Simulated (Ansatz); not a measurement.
`O=C=N[SiH](F)Cl` → `F[Si]Cl` + `N=C=O` at 700 K and 1 bar (silylene formation by 1,1-elimination).

Computed with Ansatz on PBE0-D4/def2-TZVP structures; ΔE is electronic, products minus reactants. CCSD(T)/CBS adds triple-zeta CCSD(T) − MP2 to the extrapolated MP2 energy (def2 sets, frozen cores). This one scheme is used for every species. Each species was taken in one conformer, which may not be the lowest.

```csv
species,CCSD(T)/CBS energy (Eh),H − E (kJ/mol),S (J/(mol·K))
`O=C=N[SiH](F)Cl`,-1017.33874,140.0,459.6
`F[Si]Cl`,-848.72390,42.9,319.9
`N=C=O`,-168.51995,89.3,283.6
```

H − E and S are ideal-gas, rigid-rotor, harmonic terms from PBE0-D4/def2-TZVP, for one conformer and one mirror image of each species. 1 Eh = 2625.50 kJ/mol, R = 8.31446 J/(mol·K).

Q: By hand: ΔE, ΔH, ΔS and ΔG.

A: ΔE = (-848.72390) + (-168.51995) − (-1017.33874) = 0.09489 Eh = 249.1 kJ/mol. Δ(H − E) = 42.9 + 89.3 − 140.0 = -7.8, so ΔH = 241.3 kJ/mol. ΔS = 319.9 + 283.6 − 459.6 = 143.9 J/(mol·K). ΔG = 241.3 − 700 × (143.9)/1000 = 140.6 kJ/mol.

Q: By hand: the equilibrium constant, and the temperature at which ΔG would vanish if ΔH and ΔS stayed fixed.

A: log₁₀ K = −ΔG/(RT ln 10) = -10.5. ΔG = 0 at ΔH/ΔS = 1677 K.

The number of gas molecules changes by +1, which sets the sign of ΔS. A doubt of 5 kJ/mol in ΔE shifts log₁₀ K by 0.4 here. Other conformers and mirror images would add mixing entropy, several J/(mol·K) or more a flexible species. Modes under 60 cm⁻¹, often nearly free rotors, make the harmonic entropy too high. These are equilibria of isolated gas molecules and say nothing of rates. Largest T1 diagnostic: 0.018 (customary marks: 0.02 for closed shells, 0.045 for open ones).
